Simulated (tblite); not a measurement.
C₇H₁₅P.
Structure used (GFN2-xTB), in Å, numbered top down from 1:
```
atom  x, y, z in Å
C1     1.733   -1.824    1.022
C2     1.430   -0.664    0.453
C3     2.254   -0.078   -0.651
P4    -0.057    0.211    1.103
C5     0.482    1.971    0.873
C6    -1.159    0.054   -0.417
C7    -1.506   -1.414   -0.634
C8    -2.424    0.880   -0.210
H9     1.142   -2.223    1.829
H10    2.576   -2.420    0.705
H11    1.629    0.226   -1.490
H12    2.980   -0.806   -1.006
H13    2.793    0.801   -0.298
H14    1.391    2.130    1.452
H15   -0.292    2.623    1.274
H16    0.660    2.221   -0.171
H17   -0.620    0.435   -1.293
H18   -0.605   -2.006   -0.788
H19   -2.151   -1.530   -1.505
H20   -2.028   -1.808    0.236
H21   -2.940    0.558    0.694
H22   -2.193    1.939   -0.115
H23   -3.101    0.753   -1.054
```

Method: GFN2-xTB as coded in tblite; computed harmonic values from a numerical Hessian at the method's own geometry, unscaled. This tight-binding method is rough: wavenumbers can miss measured ones by several per cent, in bad cases by 10 to 20. One conformer, not necessarily the lowest.

Harmonic wavenumbers (cm⁻¹): 33.9, 63.4, 132.0, 150.2, 185.6, 193.9, 215.9, 224.6, 233.6, 282.4, 308.3, 335.6, 380.4, 419.4, 440.8, 631.9, 645.7, 692.2, 729.9, 861.8, 870.8, 902.2, 932.3, 938.2, 948.2, 983.0, 1001.7, 1030.3, 1042.2, 1132.7, 1169.2, 1198.2, 1236.4, 1290.9, 1314.1, 1390.8, 1405.6, 1410.4, 1418.1, 1443.8, 1463.2, 1482.2, 1485.4, 1492.9, 1493.5, 1501.8, 1505.1, 1678.7, 2884.2, 2991.9, 3001.6, 3003.5, 3006.8, 3007.8, 3012.8, 3013.5, 3017.8, 3022.5, 3022.8, 3026.1, 3031.6, 3073.6, 3109.7.

A = 2191, B = 1303, C = 1046 MHz; mass 130.091 u (most abundant isotopes); point group C1, symmetry number 1.

**Question.** Zero-point energy?

**Answer.** Half the sum of the wavenumbers: 43775 cm⁻¹ = 125.16 kcal/mol.

**Question.** Give the ideal-gas entropy at 298.15 K and 1 bar in the rigid-rotor, harmonic-oscillator model (classical rotation).

**Answer.** Translation 40.53, rotation 29.07, vibration 35.57: S = 105.2 cal/(mol K).

**Question.** And Cp and H(298.15 K) − H(0)?

**Answer.** Cp = 44.30 cal/(mol K), of which vibrations give 36.35 (their classical limit is 63 R = 125.2); H(298.15 K) − H(0) = 7.99 kcal/mol without the zero-point energy, 5.62 from vibrations.

**Question.** Blend soft modes into free rotors: weight 1/[1 + (100 cm⁻¹/ν̃)⁴] for the oscillator and the rest for a rotor with moment μB/(μ + B), μ = h/(8π²ν), B = 10⁻⁴⁴ kg m². What vibrational entropy results?

**Answer.** 32.95 cal/(mol K) in place of 35.57, which changes −T·S at 298.15 K by +0.78 kcal/mol.

**Question.** How do the functions run with temperature in this model?

**Answer.** 
```tsv
T (K)	S (cal/(mol K))	Cp (cal/(mol K))	H − H(0) (kcal/mol)	G − H(0) (kcal/mol)	ln q(vib)
50	59.1	13.5	0.51	-2.44	0.70
100	71.0	21.5	1.39	-5.70	2.05
373.15	116.0	52.6	11.63	-31.66	10.78
500	133.2	65.2	19.12	-47.48	14.70
750	163.4	83.8	37.89	-84.65	22.09
1000	189.4	96.6	60.53	-128.83	28.97
```

q(vib) and H(0) count from the zero-point level.

Hindered rotation and anharmonicity are outside this model. Other conformers, if any are populated, would add a mixing term that is left out. The structure is chiral; the term R ln 2 for an equal mix with its mirror image is left out.

The run took 0.8 s of wall time on an Arm Neoverse V2 with one thread, shared host. The figure is for the frequency step alone.
